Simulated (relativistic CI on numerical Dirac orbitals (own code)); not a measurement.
**The 4f ions of charge 4+**

Method of calculation: Dirac-Coulomb-Breit CI, separate exchange-only KLI orbitals for each configuration, model QED, valence Slater integrals scaled by 0.85 (own radial code, finite nucleus).

Each species is treated in one configuration, given outside its closed core, with all valence electrons in the open shell. Radial values are for the open shell of highest l, unscaled and averaged over j; ζ includes the Breit term. Labels give the leading LS character, summed over repeated terms.

```
 Ion  Configuration  Its lowest level  LS weight (%)  F² (cm⁻¹)  F⁴ (cm⁻¹)    g_J  g√(J(J+1))  ⟨r⟩ (bohr)  ⟨r²⟩ (bohr²)
Pr⁴⁺             4f           2F°_5/2            100                        0.856        2.53      0.9363         1.094
Nd⁴⁺            4f2              3H_4             96     107100      67330  0.806        3.61      0.9035          1.02
Pm⁴⁺            4f3           4I°_9/2             96     110800      69650  0.733        3.64       0.874        0.9555
Sm⁴⁺            4f4              5I_4             97     114300      71890  0.605        2.70      0.8474        0.8993
Eu⁴⁺            4f5           6H°_5/2             95     117800      74050  0.299        0.88       0.823        0.8494
Gd⁴⁺            4f6              7F_0             91     121100      76140               0.00      0.8005        0.8049
Tb⁴⁺            4f7           8S°_7/2             97     124400      78190  1.991        7.90      0.7797        0.7648
Dy⁴⁺            4f8              7F_6             94     127600      80180  1.490        9.66      0.7603        0.7284
Ho⁴⁺            4f9          6H°_15/2             92     130700      82130  1.322       10.55      0.7422        0.6953
Er⁴⁺           4f10              5I_8             92     133800      84050  1.239       10.51      0.7252        0.6649
Tm⁴⁺           4f11          4I°_15/2             97     136800      85940  1.195        9.54      0.7091         0.637
Yb⁴⁺           4f12              3H_6             99     139800      87790  1.164        7.54       0.694        0.6112
Lu⁴⁺           4f13           2F°_7/2            100                        1.142        4.53      0.6797        0.5873
```
